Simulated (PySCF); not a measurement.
## How methods differ on the excitation energy of Ne²⁺

Ne²⁺ [He] 2s2 2p4 (3P) → Ne²⁺ [He] 2s1 2p5 (3P), as a difference of total energies. All numbers are calculated (PySCF 2.14, scalar relativity by spin-free X2C-1e, in x2c-TZVPPall (5s3p2d1f, 31 functions)). Correlated levels: valence: 1s2 frozen. The calculations carry no spin-orbit coupling.

```csv
method,excitation energy (cm⁻¹)
UHF,214900
MP2 (valence),207050
SCS-MP2 (valence),206320
CCSD (valence),205540
CCSD(T) (valence),205230
CCSDT (valence),205200
```
